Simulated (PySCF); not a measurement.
**Fractional electron number in Cu⁺ (copper, charge +1)**

The 3d beta orbital of [Ar] 3d10 is emptied in steps (occupation f), with all orbitals relaxed, ending at [Ar] 3d9. Computed with PySCF 2.14 in aug-cc-pVTZ-DK, with scalar relativity by spin-free X2C-1e. The exact energy is a straight line in f; departures are measured from the line between the end points of the same method.

| f | LDA (eV) | PBE (eV) |
| --- | --- | --- |
| 1 | 0.000 | 0.000 |
| 0.75 | -1.445 | -1.392 |
| 0.5 | -1.962 | -1.887 |
| 0.25 | -1.497 | -1.438 |
| 0 | 0.000 | 0.000 |

| method | E(f=0) − E(f=1) (eV) | −ε at f=1 (eV) | −ε at f=0.5 (eV) |
| --- | --- | --- | --- |
| LDA | 21.571 | 14.015 | 21.433 |
| PBE | 20.946 | 13.661 | 20.823 |

Orbital energy along the path (eV):

```tsv
f	LDA	PBE
1	-14.015	-13.661
0.75	-17.609	-17.136
0.5	-21.433	-20.823
0.25	-25.464	-24.694
0	-29.682	-28.722
```

Reference removal energy between the ground levels: 20.292 eV (measured; NIST Atomic Spectra Database, ionization energies). The calculation has no spin-orbit coupling.
